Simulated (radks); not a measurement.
The numbers below are computed, except where a source is named.
Ga2+, 29 electrons, occupied as [Ar] 3d10 4s1.

Code: a radial shooting solver on a logarithmic mesh with Libxc functionals. Model: scalar-relativistic Kohn-Sham, PBE, spin-polarised, spherical densities, finite nucleus; open shells are filled with parallel spins first; Fermi nuclear charge, rms radius 3.9973 fm.

Energy parts (Ry):
total: -3885.90828
kinetic: 3952.01605
electron-nucleus: -9321.86869
Hartree: 1633.98795
exchange-correlation: -150.04359

Orbitals (lengths in bohr, moments of r in powers of bohr; r(max) is where P^2 peaks; r(90%) holds 90 % of the orbital's charge):
| orbital | occ. | eigenvalue (Ry) | <r> | r(90%) | r(max) | <1/r> |
|---|---|---|---|---|---|---|
| 1s up | 1 | -753.3904 | 0.04860 | 0.0869 | 0.03178 | 31.30 |
| 1s down | 1 | -753.3857 | 0.04860 | 0.0869 | 0.03178 | 31.30 |
| 2s up | 1 | -94.26203 | 0.2178 | 0.337 | 0.1824 | 6.846 |
| 2s down | 1 | -94.26104 | 0.2178 | 0.337 | 0.1824 | 6.846 |
| 2p up | 3 | -82.24946 | 0.1907 | 0.312 | 0.1464 | 6.715 |
| 2p down | 3 | -82.24775 | 0.1907 | 0.312 | 0.1464 | 6.714 |
| 3s up | 1 | -12.38160 | 0.6522 | 0.977 | 0.5646 | 2.183 |
| 3s down | 1 | -12.37615 | 0.6517 | 0.976 | 0.5646 | 2.184 |
| 3p up | 3 | -8.76195 | 0.6796 | 1.05 | 0.5670 | 2.029 |
| 3p down | 3 | -8.75444 | 0.6786 | 1.05 | 0.5670 | 2.031 |
| 3d up | 5 | -2.89952 | 0.8021 | 1.38 | 0.5339 | 1.655 |
| 3d down | 5 | -2.88070 | 0.7939 | 1.36 | 0.5332 | 1.665 |
| 4s up | 1 | -1.96199 | 2.070 | 3.06 | 1.780 | 0.6293 |
| 4s down | 0 | -1.85909 | 2.064 | 3.05 | 1.775 | 0.6318 |
| 4p up | 0 | -1.34537 | 2.497 | 3.74 | 2.114 | 0.5147 |
| 4p down | 0 | -1.23979 | 2.494 | 3.73 | 2.117 | 0.5158 |

The highest occupied level is 4s up at -26.694 eV. The spin density at the nucleus is 17.43 e/bohr^3 (1s 0.11, 2s 0.08, 3s -0.14, 4s 17.37).
